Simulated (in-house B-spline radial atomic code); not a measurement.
**RPA and G0W0 on PBEsol: Te+**

Configuration [Kr] 4d10 5s2 5p3, highest spin, mean-field start PBEsol. Computed with a B-spline radial code for spherical atoms: all electrons, non-relativistic, point nucleus, each spin shell either full or empty, empty states to l = 9 with an (l + 1/2)⁻⁴ tail; G0W0 by contour deformation at full frequency.

Without relativity these are model numbers: it shifts the levels of so heavy an element strongly and can reorder them.

Command:
```bash
python run_gw.py task.json out
```
Settings (radii: box in bohr, nucleus in fm):
```
Z                        52
electrons                51
configuration            [Kr] 4d10 5s2 5p3
hamiltonian              nr
method                   pbesol
lmax                     9
spin_polarised           True
box_radius               23.78
intervals                55
```

Cost of the run: 6.3 s on 1 thread of Arm Neoverse N1 (shared host).

Energies (hartree):

```tsv
term	value
mean-field total	-6610.77818
Hartree-Fock functional on these orbitals	-6611.46831
direct second order	-4.5138
second-order exchange	1.2393
SOSEX correction	1.1453
```

(1) What is the RPA correlation energy, and what remains with SOSEX?

Quasi-particle levels (eV):

```
  level  occupied  mean field  Σx - vxc     Σc  QP weight     G0W0
  5p up       yes     -14.548     -4.02      ?          ?        ?
5s down       yes     -20.780     -2.23  -2.06      0.884  -25.067
5p down        no     -12.232      5.68  -2.65      0.899   -9.205
```

G0W0 = mean field + (Σx - vxc) + Σc, with Σc (partial-wave tail included) taken at the quasi-particle energy. Only the outer levels were computed. Levels of low weight are left out.

(2) Where does G0W0 put 5p up?

Answers

(1) RPA gives -3.9178 hartree (-2.09 eV per electron); RPA + SOSEX gives -2.7725, and the second-order doubles -3.2745 hartree (no singles). RPA lacks exchange-type terms and so overcorrelates at short range.

(2) At -18.844 eV, with Σc = -0.28 eV and a quasi-particle weight of 0.892. The tabulated removal energy is 18.6 ± 0.4 eV (NIST, measured); the calculation leaves out relativity, Breit and QED terms, and what these don't explain is the method's own error.
